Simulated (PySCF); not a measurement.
Si(F)2(NH2)2 (F2H4N2Si), SMILES N[Si](N)(F)F. Coordinates come from a PBE0-D3(BJ)/def2-SVP optimisation. One conformer was computed; it need not be the lowest.

Computed equilibrium geometry at PBE0-D3(BJ)/def2-SVP (PySCF confirms it by a frequency run) as a Z-matrix, and its point group (one conformer of several):
point group C2.
```
Si
F 1 1.6185
F 1 1.6185 2 103.36
N 1 1.6931 2 116.66 3 114.52
H 4 1.0118 1 121.47 2 69.71
H 4 1.0123 5 112.70 1 156.04
N 1 1.6931 2 104.91 3 -122.71
H 7 1.0118 1 121.47 2 -176.64
H 7 1.0123 8 112.70 1 156.04
```
Charge 0, spin multiplicity 1.
